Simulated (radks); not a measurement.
The rubidium ion Rb+, 36 electrons, occupied as [Ar] 3d9 4s2 4p6 5s1 (not the ground configuration).

All-electron calculation, Dirac Kohn-Sham, BLYP, spin-unpolarised, spherical densities, finite nucleus; open shells are shared between the two j in proportion to 2j + 1; Fermi nuclear charge, rms radius 4.2036 fm. Program: a radial shooting solver on a logarithmic mesh with Libxc functionals.

Energy parts (hartree):
part                       energy
total                 -2977.59015
kinetic                3062.84089
electron-nucleus      -7158.33792
Hartree                1217.99222
exchange-correlation   -100.08534

Orbitals (lengths in bohr, moments of r in powers of bohr; r(max) is where P^2 peaks):
[
 {"orbital": "1s1/2", "occ.": "2", "eigenvalue (hartree)": "-553.5164", "r(max)": "0.02628", "<1/r>": "37.88", "<r>": "0.04029", "<r^2>": "0.002187"},
 {"orbital": "2s1/2", "occ.": "2", "eigenvalue (hartree)": "-74.97663", "r(max)": "0.1497", "<1/r>": "8.503", "<r>": "0.1775", "<r^2>": "0.03722"},
 {"orbital": "2p1/2", "occ.": "2", "eigenvalue (hartree)": "-68.12229", "r(max)": "0.1173", "<1/r>": "8.474", "<r>": "0.1522", "<r^2>": "0.02845"},
 {"orbital": "2p3/2", "occ.": "4", "eigenvalue (hartree)": "-65.88762", "r(max)": "0.1207", "<1/r>": "8.162", "<r>": "0.1563", "<r^2>": "0.02986"},
 {"orbital": "3s1/2", "occ.": "2", "eigenvalue (hartree)": "-11.93284", "r(max)": "0.4491", "<1/r>": "2.849", "<r>": "0.5063", "<r^2>": "0.2944"},
 {"orbital": "3p1/2", "occ.": "2", "eigenvalue (hartree)": "-9.47820", "r(max)": "0.4381", "<1/r>": "2.742", "<r>": "0.5060", "<r^2>": "0.2991"},
 {"orbital": "3p3/2", "occ.": "4", "eigenvalue (hartree)": "-9.13387", "r(max)": "0.4468", "<1/r>": "2.667", "<r>": "0.5161", "<r^2>": "0.3109"},
 {"orbital": "3d3/2", "occ.": "3.6", "eigenvalue (hartree)": "-4.84867", "r(max)": "0.3865", "<1/r>": "2.450", "<r>": "0.5095", "<r^2>": "0.3161"},
 {"orbital": "3d5/2", "occ.": "5.4", "eigenvalue (hartree)": "-4.78891", "r(max)": "0.3891", "<1/r>": "2.431", "<r>": "0.5130", "<r^2>": "0.3203"},
 {"orbital": "4s1/2", "occ.": "2", "eigenvalue (hartree)": "-1.68524", "r(max)": "1.215", "<1/r>": "0.9771", "<r>": "1.382", "<r^2>": "2.171"},
 {"orbital": "4p1/2", "occ.": "2", "eigenvalue (hartree)": "-1.07395", "r(max)": "1.332", "<1/r>": "0.8525", "<r>": "1.567", "<r^2>": "2.828"},
 {"orbital": "4p3/2", "occ.": "4", "eigenvalue (hartree)": "-1.03410", "r(max)": "1.358", "<1/r>": "0.8325", "<r>": "1.599", "<r^2>": "2.945"},
 {"orbital": "5s1/2", "occ.": "1", "eigenvalue (hartree)": "-0.30378", "r(max)": "3.442", "<1/r>": "0.3266", "<r>": "3.920", "<r^2>": "17.33"}
]

The highest occupied level is 5s1/2 at -8.266 eV. The electron density at the nucleus is 5.499e+04 e/bohr^3. Summed over all electrons, <r^2> = 44.66 bohr^2, which gives a Langevin (diamagnetic) susceptibility term of -35.4 x 10^-6 cm^3/mol. The density falls to 0.001 e/bohr^3 at r = 4.48 bohr.
